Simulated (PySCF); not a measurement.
NbO₂, SMILES [Nb](=[O])=[O] (connectivity only; charge and spin as stated), neutral, multiplicity 2.

The structure is a stationary point at B3LYP-D3(BJ)/def2-TZVP. The multiplicity is an assumed one; other spin states were not compared. The def2 effective core potentials stand for the cores of Nb; spin–orbit coupling is left out.

These are r2SCAN/def2-TZVPD in PySCF values and carry that method's errors.

Gas-phase values at a fixed geometry.

Computed frontier levels, dipole moment and polarisability:
```json
{
 "α spin, highest occupied and lowest empty level": "-5.39 and -3.87 eV",
 "β spin, highest occupied and lowest empty level": "-7.15 and -3.29 eV",
 "dipole_moment": "5.15 D",
 "quadrupole, principal values (traceless, Buckingham form, about the centre of nuclear charge)": "-7.47, 3.51, 3.96 D·Å",
 "mean_static_polarisability": "73.2 bohr³ (10.85 Å³)",
 "polarisability_principal_values": "58.7, 73.9, 87.1 bohr³",
 "⟨S²⟩": "0.762 (pure state 0.75)"
}
```
